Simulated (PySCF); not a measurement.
# Telling isomers of C4H4F2O apart by NMR

Theory: GFN2-xTB geometry, spin–spin couplings from B3LYP/pcJ-1 (spin–dipole term left out of most H,H and C,H couplings), NMR shieldings at PBE0/pcSseg-1/GIAO, in PySCF 2.14.0 with density-fitted response routines (one computed conformer, averaged over atoms made equivalent by symmetry, fast rotation or ring inversion, non-relativistic, no solvent model).

Scale: TMS for 1H (σ = 31.72 ppm), 13C (σ = 186.93 ppm) (reference shieldings calculated alike). Multiplet labels drop J under 1 Hz and among equivalent protons, and merge close values. Unscaled 3J(H,H) run several per cent high. Vicinal couplings that depend on rotamer populations or ring flexing (ring, CH–CH, X–H and H–F types) are those of the one conformer. One-bond C–F couplings are unscaled and too large by tens of Hz. Shifts are as computed. Against solution values, carbons near 30 ppm lie about +3 ppm off and those near 130 ppm about +5 ppm. Of 1211 compounds with measured shifts, 218 miss one by over three times the rms of a fit or turn the order of signals round; such compounds aren't used in these exercises.

(1) Tabulate the signals of `C/C(=C/F)C(=O)F`, `O=C(F)[C@@H]1C[C@H]1F`, `C/C=C(\F)C(=O)F` and their relative energies.

(2) What is the quickest way to tell C/C(=C/F)C(=O)F from C/C=C(\F)C(=O)F?

(3) What is the quickest way to tell C/C(=C/F)C(=O)F from O=C(F)[C@@H]1C[C@H]1F?

(4) What is the quickest way to tell O=C(F)[C@@H]1C[C@H]1F from C/C=C(\F)C(=O)F?

## Answers

(1) 
| SMILES | carbon types | δC | δH | E rel. (kcal/mol) |
| --- | --- | --- | --- | --- |
| C/C(=C/F)C(=O)F | 2×C 1×CH 1×CH3 | 171.1, 161.0, 114.2, 15.2 | 7.26 (ddq, 1H), 1.90 (ddd, 3H) | 1.5 |
| O=C(F)[C@@H]1C[C@H]1F | 1×C 2×CH 1×CH2 | 172.9, 79.0, 20.7, 19.6 | 4.94 (m, 1H), 2.20 (m, 1H), 1.74 (m, 1H), 1.36 (ddt, 1H) | 5.3 |
| C/C=C(\F)C(=O)F | 2×C 1×CH 1×CH3 | 157.6, 154.4, 137.6, 14.4 | 6.80 (dqd, 1H), 2.18 (dd, 3H) | 0.0 |

Energies are electronic energies at PBE0/pcSseg-1 on these geometries, without zero-point or thermal terms, each for the one conformer computed, which needn't be the lowest.

(2) Both give the same number of carbon signals, with the same numbers of each carbon type, so the positions decide. The first has an α carbon of a C=C–C=O unit (C) at 114.2 ppm, the second a β carbon of a C=C–C=O unit (CH) at 137.6 ppm. Their most deshielded carbons lie at 171.1 and 157.6 ppm. In the proton spectra the most deshielded non-exchanging signals are 7.26 (ddq, J = 78.6, 11.8, 2.1 Hz, 1H) and 6.80 (dqd, J = 21.5, 8.7, 3.6 Hz, 1H).

(3) Both give the same number of carbon signals, but DEPT or the intensities differ. The first has a β carbon of a C=C–C=O unit (CH) at 171.1 ppm, the second a three-membered-ring carbon (CH) at 79.0 ppm. Their most deshielded carbons lie at 171.1 and 172.9 ppm. In the proton spectra the most deshielded non-exchanging signals are 7.26 (ddq, J = 78.6, 11.8, 2.1 Hz, 1H) and 4.94 (m, 1H).

(4) Both give the same number of carbon signals, but DEPT or the intensities differ. The first has a three-membered-ring carbon (CH) at 20.7 ppm, the second an allylic methyl carbon (CH3) at 14.4 ppm. Their most deshielded carbons lie at 172.9 and 157.6 ppm. In the proton spectra the most deshielded non-exchanging signals are 4.94 (m, 1H) and 6.80 (dqd, J = 21.5, 8.7, 3.6 Hz, 1H).
